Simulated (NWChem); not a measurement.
# TiF$_{3}$, doublet; SMILES [F][Ti]([F])[F]

Results from NWChem. Pople sets run with spherical d functions. Spin-unrestricted. In the optimisation the excess spin sits in a' (C3h, its own frame). The geometry was optimised at PBE-D3(BJ)/def2-SVP, spin-unrestricted. No stability test was run on the SCF state. Vertical excitations in the gas phase; the lowest state need not have the same character in each row. Excited states of an open shell can be spin-contaminated.

| level | lowest excitation (eV) | oscillator strength of that lowest state | lowest empty minus highest occupied level, either spin (eV) |
|---|---|---|---|
| PBE/6-31G*, TDA | 1.11 | 0.000 | 1.39 |
| B3LYP/6-31G*, TDA | 0.97 | 0.000 | 3.90 |
| BHandHLYP/6-31G*, TDA | 0.76 | 0.000 | 7.66 |
